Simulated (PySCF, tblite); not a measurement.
Scan of F4Ti, singlet: flattening of a tetrahedron along the D2d path, bond length relaxed. Scanned: the two opposite F-Ti-F angles (109.47 = tetrahedral, 180 = square planar). Other coordinates (Ti-F bond length) were minimised at PBE0/def2-TZVP.

Levels: RHF/def2-TZVP, density fitting (PySCF); RKS-B3LYP/6-31G* = restricted B3LYP/6-31G*, spherical d (PySCF 2.14.0); GFN2-xTB, 300 K electronic temperature (tblite); wB97X-V/def2-TZVP, density fitting (PySCF).

Energies relative to the lowest point of each profile, in kcal/mol:

```
a / °    RHF  RKS-B3LYP/6-31G*  GFN2-xTB
------  ----  ----------------  --------
90      13.6              13.0      11.9
95       7.1               6.8       6.3
100      2.9               2.8       2.6
105      0.6               0.6       0.6
109.47   0.0               0.0       0.0
115      0.9               0.8       0.8
120      3.0               2.9       2.7
130     10.6              10.5       9.7
140     21.6              21.6      19.6
150     34.1              34.3      30.8
160     46.1              46.6      41.2
170     54.8              55.6      48.7
```

Q: Predict the corresponding wB97X-V column.

A: 90: 12.4; 95: 6.5; 100: 2.7; 105: 0.6; 109.47: 0.0; 115: 0.8; 120: 2.8; 130: 10.1; 140: 20.7; 150: 32.9; 160: 44.8; 170: 53.5 (kcal/mol).
